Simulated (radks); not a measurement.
The numbers below are computed, except where a source is named.
Orbital eigenvalues (eV) of the zinc ion Zn+, [Ar] 3d10 4s1, at several levels of relativity; Dirac values are averaged over j with weights 2j + 1. Spin-unpolarised spherical Kohn-Sham, PBEsol, point nucleus unless stated (finite: rms radius 3.9283 fm), a radial shooting solver on a logarithmic mesh with Libxc functionals. A level marked "c x" has the speed of light scaled by that factor.

shell,non-rel.,"scalar-rel., finite nucleus",Dirac,"Dirac, c x 5","change of magnitude, last against first (%)"
1s,-9406.5,-9526.9,-9524.4,-9411.1,+0.05
2s,-1140.6,-1166.8,-1166.4,-1141.6,+0.09
2p,-1006.7,-1013.0,-1012.7,-1006.9,+0.02
3s,-134.30,-138.59,-138.56,-134.46,+0.12
3p,-91.810,-92.943,-92.939,-91.854,+0.05
3d,-20.115,-19.793,-19.792,-20.102,-0.06
4s,-13.690,-13.985,-13.984,-13.702,+0.08
4p (empty),-7.6863,-7.7090,-7.7097,-7.6872,+0.01
